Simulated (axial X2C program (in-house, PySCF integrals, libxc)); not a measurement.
# SbSe⁺: from the spin-free to the two-component result

Calculated with an in-house all-electron X2C program for linear molecules (integrals from PySCF). Spin-free means the one-electron spin-free X2C Hamiltonian; two-component (2c) means X2C with spin–orbit coupling and atomic mean-field two-electron Coulomb and Gaunt terms, so the difference of the two also holds small scalar two-electron terms. Basis: Sb dyall-cv3z [11s12p8d4f1g], Se dyall-cv3z [8s9p6d4f1g] (cores contracted in-house); Gaussian nuclei, density fitting, unrestricted open shells. Masses: Sb 120.904 u, Se 79.917 u.

Spin-free state: M_S = 0, Λ = 0 (closed shell); fragments Sb+ + Se.

| level | Re (Å) | ωe (cm⁻¹) | De (eV) | μ (D) |
| --- | --- | --- | --- | --- |
| PBE0 | 2.253 | 388.5 | 4.675 | -1.95 |
| B3LYP | 2.274 | 372.2 | 4.701 | -1.92 |

Dipoles are positive if Se is the positive end and refer to the centre of mass.

Two-component determinant lowest at the distance of the search:

Ω = 0 (closed shell); fragments Sb+ + Se.

```
level  Re (Å)  ωe (cm⁻¹)  μ (D)
 PBE0   2.256      385.5  -1.94
B3LYP   2.277      368.9  -1.91
```

(1) From the two tables, how do the constants change at the PBE0 level (2c against spin-free)?

One determinant describes the state; a PBE0 search over occupations chose it and may have missed a lower one. Closed shells are restricted here (equal orbitals for both partners); the stretched side of such a curve lies too high. Dissociation energies refer to the lowest single-determinant-based atoms at the same level and basis. De is not given where an atomic determinant may have missed its ground term or J level, or where the truncated virtual space spoils (T). The functionals have no current-density term, which raises determinants with orbital currents, atoms included.

Answers

(1) At the PBE0 level Re rises by 0.003 Å and ωe decreases by 3.0 cm⁻¹.
